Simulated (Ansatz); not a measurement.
Start from `[F][Ge]([F])([F])[c]1ccccc1` and change one atom or group to get `Sc1ccccc1`.

Ansatz, PBE0-D4/def2-TZVP geometries, multiplicity 1. Each molecule was computed in one conformer, which needn't be the lowest.

Scalar relativity is left out up to krypton.

```json
{"property": "HOMO–LUMO gap (B3LYP/def2-TZVPP) / eV", "`[F][Ge]([F])([F])[c]1ccccc1`": "6.28"}
{"property": "LUMO energy (ωB97M-V/def2-TZVPP) / eV", "`[F][Ge]([F])([F])[c]1ccccc1`": "0.55"}
{"property": "HOMO energy (PBE0/def2-TZVPP) / eV", "`[F][Ge]([F])([F])[c]1ccccc1`": "-8.15"}
{"property": "size of the dipole moment (ωB97M-V/def2-TZVPP) / D", "`[F][Ge]([F])([F])[c]1ccccc1`": "4.67"}
{"property": "size of the dipole moment (B3LYP/def2-TZVPP) / D", "`[F][Ge]([F])([F])[c]1ccccc1`": "4.74"}
{"property": "size of the dipole moment (PBE/def2-TZVPP) / D", "`[F][Ge]([F])([F])[c]1ccccc1`": "4.56"}
```

Question: Give the same properties after the change, and the shifts. (Estimate.)

Answer: Computed: 
| property | `Sc1ccccc1` | shift |
| --- | --- | --- |
| HOMO–LUMO gap (B3LYP/def2-TZVPP) / eV | 5.55 | -0.73 |
| LUMO energy (ωB97M-V/def2-TZVPP) / eV | 1.62 | 1.07 |
| HOMO energy (PBE0/def2-TZVPP) / eV | -6.35 | 1.80 |
| size of the dipole moment (ωB97M-V/def2-TZVPP) / D | 1.07 | -3.60 |
| size of the dipole moment (B3LYP/def2-TZVPP) / D | 1.02 | -3.72 |
| size of the dipole moment (PBE/def2-TZVPP) / D | 0.97 | -3.59 |

With PBE0 the HOMO rises by 1.80 eV and the LUMO rises by 1.06 eV, so the gap narrows by about 0.74 eV. PBE moves the HOMO by 1.79 eV and ωB97M-V by 1.86 eV. Dipoles are sizes alone; their direction can turn.

B3LYP here is the variant with VWN-RPA as its local correlation; programs differ in this.
